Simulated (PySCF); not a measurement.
Molecule: N-dimethylboranylmethanamine, C$_{3}$H$_{10}$BN (charge 0, singlet). SMILES: B(C)(NC)C
Geometry from a B3LYP-D3(BJ)/def2-TZVP (Ansatz) optimisation:
```
B
N 1 1.4010
H 2 1.0090 1 117.81
C 2 1.4512 3 113.30 1 -179.07
H 4 1.0874 2 109.85 3 179.83
H 4 1.0940 5 107.80 2 121.66
H 4 1.0940 5 108.01 6 116.43
C 1 1.5813 2 118.55 3 0.00
H 8 1.0935 1 114.41 2 -3.02
H 8 1.0951 9 107.69 1 123.53
H 8 1.0953 9 107.63 10 113.42
C 1 1.5843 2 121.32 3 -178.94
H 12 1.0918 1 111.84 2 -160.66
H 12 1.0926 13 107.67 1 -126.04
H 12 1.0965 13 106.46 14 -113.83
```

Dispersion corrections to the total energy (kcal/mol) from the dftd3 and dftd4 libraries through PySCF: D3(BJ) without and D4 with the three-body term, each with the damping fitted for the functional named.

```csv
functional,D3(BJ),D4
TPSSh,-7.25,-7.38
revPBE,-16.34,-20.36
B3LYP,-10.64,-9.48
BP86,-9.55,-7.81
TPSS,(withheld),-8.09
BHLYP,(withheld),-6.55
PBE0,(withheld),-5.04
```

Q: Complete the blanks.

A: 
- TPSS, D3(BJ): -7.93
- BHLYP, D3(BJ): -8.06
- PBE0, D3(BJ): -5.45
